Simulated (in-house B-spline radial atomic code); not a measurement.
A run on Er (an excited or competing configuration) that did not converge. Method: scalar-relativistic (X2C) wB97X, spin-polarised, spherical fractional occupations, exact exchange averaged over the configuration, Fermi nucleus of rms radius 5.2516 fm; computed with an all-electron radial atomic-structure program (B-spline basis).

Command:
```bash
python run_scf.py task.json out
```
Settings (nuclear radius in fm, mass in u):
```
Z                68
configuration    [Xe] 4f11 5f1 6s2
hamiltonian      x2c
method           wb97x
spin_polarised   True
nucleus          fermi
rms_radius       5.2516
atomic_mass      165.9303
speed_of_light   137.035999084
exact_exchange   averaged over the configuration
```

First and last ten iterations of the last attempt (damped for 15 steps, keeping 80 % of the old Fock matrix, then DIIS):
```
 iter        energy (Eh)    residual
    1      -13085.543590    5.06e-01
    2      -13085.549423    2.20e-01
    3      -13086.269895    1.13e-01
    4      -13086.448645    5.85e-02
    5      -13086.490291    3.24e-02
    6      -13086.501196    2.08e-02
    7      -13086.504442    1.40e-02
    8      -13086.505592    9.77e-03
    9      -13086.506918    6.97e-03
   10      -13086.507166    5.05e-03
  111      -13086.508346    1.14e-03
  112      -13086.508168    8.04e-04
  113      -13086.508159    9.92e-04
  114      -13086.508072    1.25e-03
  115      -13086.508138    1.10e-03
  116      -13086.508151    5.11e-04
  117      -13086.508165    3.41e-04
  118      -13086.508134    5.14e-04
  119      -13086.508156    4.78e-04
  120      -13086.508161    4.07e-04
 not converged after 120 iterations
```

The smallest residual met was 3.1e-04; the threshold is about 7e-07. No energy from this run should be used. Time taken, with all properties: 25 s on 1 thread of Intel(R) Xeon(R) 6975P-C (shared host).
